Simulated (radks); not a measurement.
Values are calculated unless marked as measured or tabulated.
All-electron atom: Te40+ in [Ne] 3s1 3p1 (not the ground configuration).

Level of theory: Dirac Kohn-Sham, PBE, spin-unpolarised, spherical densities, point nucleus; open shells are shared between the two j in proportion to 2j + 1 (a radial shooting solver on a logarithmic mesh with Libxc functionals).

Energy parts (Ry):
total: -10695.21869
kinetic: 11429.01899
electron-nucleus: -23181.75184
Hartree: 1247.75524
exchange-correlation: -190.24108

Orbitals (lengths in bohr, moments of r in powers of bohr; r(max) is where P^2 peaks):
orbital,occ.,eigenvalue (Ry),r(max)
1s1/2,2,-2510.692,0.01793
2s1/2,2,-533.1624,0.1006
2p1/2,2,-513.2503,0.07719
2p3/2,4,-492.3342,0.08177
3s1/2,1,-215.0507,0.2698
3p1/2,0.333333,-208.1273,0.2536
3p3/2,0.666667,-202.7488,0.2617

The highest occupied level is 3p3/2 at -2758.5 eV. Summed over all electrons, <r^2> = 0.2894 bohr^2, which gives a Langevin (diamagnetic) susceptibility term of -0.229 x 10^-6 cm^3/mol.
